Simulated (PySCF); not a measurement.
C₄H₉O, charge +1.

```xyz
14

C      0.0336    -1.2824    -0.0351
C      1.2148    -0.3326     0.2308
C      0.7629     0.9850    -0.3620
O     -0.7130     0.9694    -0.0253
C     -1.1952    -0.4453     0.2691
H      0.0271    -1.6148    -1.0844
H      0.0658    -2.1763     0.6032
H      2.1436    -0.6772    -0.2452
H      1.4056    -0.2243     1.3094
H      0.8373     1.0299    -1.4574
H      1.1638     1.8913     0.1066
H     -1.2869     1.5056    -0.6038
H     -2.0692    -0.6211    -0.3699
H     -1.4805    -0.4168     1.3275
```
Charge +1, spin multiplicity 1.

Coordinates come from a B3LYP-D3(BJ)/def2-SVP optimisation. The isomer is the one that the SMILES or the coordinates give; other isomers of the formula were not compared. One conformer was computed; it need not be the lowest.

Computed with PBE/pcSseg-1 (PySCF). Non-relativistic, no solvent.

Computed absolute GIAO shielding of each atom: isotropic value and principal components (ppm):
| atom | σ(iso) | σ11 | σ22 | σ33 | span |
|---|---|---|---|---|---|
| C1 | 149.2 | 123.6 | 156.8 | 167.3 | 43.7 |
| C2 | 149.4 | 123.8 | 158.5 | 165.8 | 42.0 |
| C3 | 88.0 | 32.0 | 72.5 | 159.5 | 127.5 |
| O4 | 251.9 | 127.1 | 279.3 | 349.4 | 222.4 |
| C5 | 86.1 | 27.7 | 67.5 | 163.2 | 135.5 |
| H6 | 28.6 | 23.9 | 26.4 | 35.5 | 11.6 |
| H7 | 28.3 | 24.2 | 25.0 | 35.6 | 11.4 |
| H8 | 28.2 | 24.1 | 25.1 | 35.5 | 11.4 |
| H9 | 28.6 | 23.9 | 26.1 | 35.7 | 11.8 |
| H10 | 26.5 | 21.7 | 25.3 | 32.6 | 10.9 |
| H11 | 25.7 | 21.7 | 24.7 | 30.8 | 9.2 |
| H12 | 26.4 | 15.2 | 23.0 | 41.0 | 25.9 |
| H13 | 25.9 | 21.8 | 25.1 | 30.8 | 8.9 |
| H14 | 26.2 | 21.3 | 25.1 | 32.1 | 10.9 |
